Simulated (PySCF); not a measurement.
Parents of the type SiH3-X, H atom removed and the species left after one step. All species are isolated molecules in the gas phase. One relaxed conformer stands for each flexible species; it need not be the lowest. Strings in code marks are SMILES.

The LUMO from two functionals at the same geometries (r2SCAN-D4/def2-TZVP), both in PySCF: PBE-D3(BJ)/def2-TZVP and r2SCAN-D4/def2-TZVP. 

```
species                                         PBE-D3(BJ)/def2-TZVP (eV)
----------------------------------------------  -------------------------
X = fluoro, parent (`F[SiH3]`)                                      -1.01
X = iodo, parent (`[SiH3]I`)                                        -1.65
X = hydroxy, parent (`O[SiH3]`)                                     -0.84
X = formyl, parent                                                  -2.85
X = trifluoromethyl, parent (`FC(F)(F)[SiH3]`)                      -0.75
X = boryl, parent (`B[SiH3]`)                                       -3.48
```

Question: What does r2SCAN-D4/def2-TZVP give for each?

Answer: 
- X = fluoro, parent (`F[SiH3]`): -0.52
- X = iodo, parent (`[SiH3]I`): -1.31
- X = hydroxy, parent (`O[SiH3]`): -0.29
- X = formyl, parent: -2.65
- X = trifluoromethyl, parent (`FC(F)(F)[SiH3]`): -0.35
- X = boryl, parent (`B[SiH3]`): -3.12
Over these rows, drawn at random from the members with no instability flagged (it was tested for open shells, ions and some series alone), PBE minus r2SCAN-D4: mean -0.39 eV, from -0.55 eV to -0.20 eV.
